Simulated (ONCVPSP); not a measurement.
**How hard is this cobalt (Co) ONCV potential?**

Co (Z = 27), optimised norm-conserving Vanderbilt (ONCV), made with ONCVPSP 4.0.1 (PBEsol, fully relativistic). Core [Ne] 3s2, reference 3p6 3d7 4s2. Waves: 4s: rc 2.55 bohr, ncon 4, nbas 7, qcut 2 1/bohr, 2 projectors, debl 3.1 Ha; 3p: rc 0.70 bohr, ncon 3, nbas 8, qcut 13.2 1/bohr, 1 projector; 3d: rc 1.05 bohr, ncon 3, nbas 7, qcut 14.8 1/bohr, 2 projectors, debl 0.9 Ha. Local part: polynomial inside 0.55 bohr (lpopt 5, dvloc0 0 Ha). Core correction: none.

Open shells are filled in proportion to 2j + 1.

Q: For each optimised wave give the share of its norm inside rc, the residual kinetic energy above qcut (Ha) and the cutoffs (Ha) for errors of 10, 1, 0.1 and 0.01 mHa per electron.

A:

| wave | norm inside rc | residual KE | 10 mHa | 1 mHa | 0.1 mHa | 0.01 mHa |
| --- | --- | --- | --- | --- | --- | --- |
| 4s | 0.447 | 9.2e-03 | 1.9 | 13.0 | 17.9 | 21.0 |
| s projector 2 | 0.160 | 5.5e-01 | 9.6 | 22.4 | 26.4 | 31.0 |
| 3p j=3/2 | 0.394 | 1.2e-04 | 31.2 | 70.4 | 90.1 | 408.9 |
| 3p j=1/2 | 0.405 | 1.3e-04 | 30.9 | 70.7 | 91.3 | 423.2 |
| 3d j=5/2 | 0.594 | 1.4e-06 | 68.1 | 82.0 | 93.1 | 101.4 |
| d projector 2 j=5/2 | 0.079 | 3.3e-07 | 57.3 | 74.4 | 87.6 | 97.8 |
| 3d j=3/2 | 0.598 | 1.4e-06 | 68.2 | 82.2 | 93.3 | 101.6 |
| d projector 2 j=3/2 | 0.078 | 3.3e-07 | 57.4 | 74.5 | 87.7 | 97.9 |

The occupied waves need 82 Ha and 93 Ha for 1 and 0.1 mHa. Note: ghosts flagged at negative energy: s at -318.5 eV; GHOST(+) flagged for s at 108.3 eV. A true bound ghost makes a file unfit for plane-wave use.
